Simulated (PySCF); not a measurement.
**Ta⁶³⁺ (tantalum, charge +63): Hartree-Fock from Schrödinger to Dirac-Coulomb-Breit**

Occupied: 1s1/2, 2s1/2, 2p1/2, 2p3/2. Hartree-Fock calculated with PySCF 2.14 in an uncontracted even-tempered set (16 s from 15 bohr⁻², ratio 2.7; 13 p from 18 bohr⁻², ratio 2.7), Gaussian nucleus throughout. NR is non-relativistic, sf-X2C the spin-free one-electron X2C Hamiltonian, X2C adds the bare one-electron spin-orbit term, X2C-SNSO screens it by Boettger's factors, DC is four-component Dirac-Coulomb, and the Gaunt and Breit terms are added at first order (total energies over the DC spinors, levels after relaxing the spinors in that mean field). QED terms are absent. Levels marked empty are virtual spinors of this ion.

```tsv
Hamiltonian	E (hartree)	E − E(DC) (hartree)	CPU seconds
NR	-10032.5856	711.3168	0.37
sf-X2C	-10725.0041	18.8983	0.27
X2C	-10739.6867	4.2157	0.27
X2C-SNSO	-10738.8339	5.0685	0.27
DC	-10743.9024	0.0000	14
DC+Gaunt	-10730.3073	13.5951	23
DC+Breit	-10731.4832	12.4192	64
```

Give the 2p spin-orbit interval with each Hamiltonian that has one.

X2C 1361; X2C-SNSO 1320; DC 1320; DC+Gaunt 1306; DC+Breit 1306 (eV).

```json
{"level (eV)": "1s1/2", "NR": "-67852.3", "sf-X2C": "-73302.1", "X2C": "-73286.6", "X2C-SNSO": "-73287.5", "DC": "-73371.1", "DC+Gaunt": "-73145.8", "DC+Breit": "-73160.6"}
{"level (eV)": "2s1/2", "NR": "-15373.9", "sf-X2C": "-16945.9", "X2C": "-16942.0", "X2C-SNSO": "-16942.3", "DC": "-16954.2", "DC+Gaunt": "-16929.5", "DC+Breit": "-16931.2"}
{"level (eV)": "2p1/2", "NR": "-14996.3", "sf-X2C": "-15536.3", "X2C": "-16507.5", "X2C-SNSO": "-16476.2", "DC": "-16484.7", "DC+Gaunt": "-16441.4", "DC+Breit": "-16445.7"}
{"level (eV)": "2p3/2", "NR": "-14996.3", "sf-X2C": "-15536.3", "X2C": "-15146.2", "X2C-SNSO": "-15156.3", "DC": "-15164.5", "DC+Gaunt": "-15135.7", "DC+Breit": "-15140.0"}
{"level (eV)": "3s1/2 (empty)", "NR": "-6397.0", "sf-X2C": "-6901.0", "X2C": "-6900.3", "X2C-SNSO": "-6900.4", "DC": "-6903.3", "DC+Gaunt": "-6896.6", "DC+Breit": "-6897.4"}
{"level (eV)": "3p1/2 (empty)", "NR": "-6274.8", "sf-X2C": "-6495.0", "X2C": "-6755.4", "X2C-SNSO": "-6747.1", "DC": "-6749.4", "DC+Gaunt": "-6738.0", "DC+Breit": "-6739.6"}
{"level (eV)": "3p3/2 (empty)", "NR": "-6274.8", "sf-X2C": "-6495.0", "X2C": "-6388.8", "X2C-SNSO": "-6391.6", "DC": "-6393.3", "DC+Gaunt": "-6385.8", "DC+Breit": "-6387.4"}
```

Weight of the small component: 1s1/2 0.0757, 2s1/2 0.0176, 2p1/2 0.0176, 2p3/2 0.0160, 3s1/2 0.00703, 3p1/2 0.00693, 3p3/2 0.00654.

Koopmans' value for the highest occupied level at DC+Breit: 15140.0 eV, against an ionisation energy of 15137 ± 19 eV (theoretical estimate listed by NIST; NIST Atomic Spectra Database, ionization energies); the former lacks relaxation, correlation, QED and recoil.

The whole ladder took 100 s of wall time on 1 thread of Neoverse-N1 (shared host), launched as `OMP_NUM_THREADS=1 python relrun2.py TASK.json OUT` (a driver that calls PySCF for each Hamiltonian).
